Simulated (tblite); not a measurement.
Species: C₃H₉BOSi₂.
Atom-mapped SMILES: `[BH2:1][Si@@H:2]([C:3]#[C:4][CH3:5])[O:6][SiH3:7]` (hydrogens: H8, H9 on B1; H10 on Si2; H11, H12, H13 on C5; H14, H15, H16 on Si7)

Computed with GFN2-xTB (tblite), gas phase: L-BFGS steps from a force-field or distance-geometry start until the largest atomic force falls under 0.01 eV/Å.

The end geometry, which sets the zero of energy:
```
atom  x, y, z in Å
B1      0.1618   -1.3359    2.2561
Si2    -0.1360    0.3986    1.4044
C3      1.0111    0.6418   -0.0417
C4      1.7426    0.7760   -0.9910
C5      2.6218    0.9514   -2.1274
O6     -1.6758    0.5358    0.8473
Si7    -2.9390    0.4459   -0.1464
H8      1.1142   -1.5135    2.9122
H9     -0.5712   -2.2393    2.1347
H10    -0.0229    1.6288    2.2151
H11     2.9192    1.9968   -2.2103
H12     2.1099    0.6567   -3.0435
H13     3.5154    0.3382   -2.0086
H14    -4.0928    0.7772    0.6885
H15    -3.0210   -0.9203   -0.6688
H16    -2.7449    1.4056   -1.2322
```

Question: These geometries come from the run, each turned onto the end geometry. Order them by energy, lowest first.
A.
```
atom  x, y, z in Å
B1     -0.2109   -1.2795    2.1304
Si2     0.0005    0.5624    1.5181
C3      1.1507    0.7699    0.0767
C4      1.7670    0.9075   -0.9514
C5      2.5553    1.0073   -2.1565
O6     -1.4966    0.8697    0.8836
Si7    -2.6409    0.2659   -0.0704
H8      0.5409   -2.1387    1.8869
H9     -1.2333   -1.5729    2.6149
H10     0.1411    1.7549    2.3646
H11     2.8320    2.0462   -2.3271
H12     1.9639    0.6465   -2.9976
H13     3.4491    0.3936   -2.0428
H14    -3.8722    0.4165    0.6950
H15    -2.3318   -1.1516   -0.3355
H16    -2.6223    1.0460   -1.3003
```
B.
```
atom  x, y, z in Å
B1     -0.0921   -1.3264    2.2190
Si2    -0.0493    0.4798    1.4671
C3      1.1664    0.7543    0.0900
C4      1.8265    0.8507   -0.9148
C5      2.5865    1.0052   -2.1370
O6     -1.5192    0.7465    0.7660
Si7    -2.7678    0.3373   -0.1603
H8      0.6879   -2.1373    1.9053
H9     -0.9111   -1.6385    2.9919
H10     0.0832    1.6609    2.3448
H11     2.8475    2.0532   -2.2855
H12     1.9721    0.6722   -2.9752
H13     3.5042    0.4165   -2.1060
H14    -3.9479    0.5499    0.6748
H15    -2.6382   -1.0714   -0.5461
H16    -2.7563    1.1909   -1.3457
```
C.
```
atom  x, y, z in Å
B1      0.2464   -1.3289    2.3502
Si2    -0.1841    0.2787    1.3253
C3      0.9673    0.5953   -0.1020
C4      1.7394    0.7656   -1.0129
C5      2.6660    0.9824   -2.1040
O6     -1.6928    0.1474    0.6942
Si7    -2.9995    0.4608   -0.1940
H8      1.3632   -1.5505    2.6237
H9     -0.5584   -2.0810    2.7433
H10    -0.2042    1.5499    2.0873
H11     2.9598    2.0316   -2.1460
H12     2.1984    0.7097   -3.0498
H13     3.5572    0.3704   -1.9623
H14    -4.0203    0.8837    0.7640
H15    -3.3389   -0.7915   -0.8707
H16    -2.7069    1.5203   -1.1578
```
D.
```
atom  x, y, z in Å
B1      0.1357   -1.3428    2.3152
Si2    -0.1187    0.3567    1.3828
C3      1.0348    0.5935   -0.0598
C4      1.7611    0.7650   -1.0073
C5      2.6334    0.9861   -2.1412
O6     -1.6475    0.4789    0.7939
Si7    -2.9409    0.4389   -0.1626
H8      1.1372   -1.5647    2.8788
H9     -0.6854   -2.1756    2.3491
H10    -0.0010    1.5996    2.1752
H11     2.9100    2.0388   -2.1981
H12     2.1264    0.7034   -3.0632
H13     3.5395    0.3891   -2.0438
H14    -4.0634    0.7789    0.7116
H15    -3.0720   -0.9157   -0.7061
H16    -2.7566    1.4138   -1.2363
```
E.
```
atom  x, y, z in Å
B1      0.0717   -1.3376    2.3050
Si2    -0.1069    0.3922    1.3956
C3      1.0348    0.6519   -0.0480
C4      1.7664    0.8142   -0.9927
C5      2.6449    1.0149   -2.1255
O6     -1.6444    0.4896    0.8167
Si7    -2.9035    0.3864   -0.1792
H8      0.8653   -2.1328    1.9793
H9     -0.6127   -1.6237    3.2099
H10     0.0164    1.6311    2.1923
H11     2.9197    2.0669   -2.2033
H12     2.1413    0.7130   -3.0441
H13     3.5516    0.4213   -2.0069
H14    -4.0649    0.6838    0.6575
H15    -2.9600   -0.9805   -0.7064
H16    -2.7274    1.3531   -1.2619
```

Answer: D (0.003 eV), C (0.011 eV), E (0.029 eV), B (0.052 eV), A (0.109 eV).

In the order of the answer:

| step | E above end (eV) | largest force (eV/Å) | rms force component (eV/Å) | rms distance from end (Å) | rms bond change (Å) | bond most changed (Å) |
| --- | --- | --- | --- | --- | --- | --- |
| 143 | 0.003 | 0.03 | 0.010 | 0.081 | 0.000 | Si2–H10 +0.001 |
| 125 | 0.011 | 0.04 | 0.015 | 0.256 | 0.001 | Si2–H10 +0.005 |
| 77 | 0.029 | 0.01 | 0.004 | 0.427 | 0.002 | B1–Si2 +0.007 |
| 40 | 0.052 | 0.16 | 0.036 | 0.466 | 0.002 | Si2–O6 +0.007 |
| 21 | 0.109 | 0.27 | 0.073 | 0.533 | 0.005 | Si2–O6 +0.011 |

The cost below is that of the whole relaxation. The run took 2.1 s wall on an Arm Neoverse N1 with one thread, no GPU, shared host.
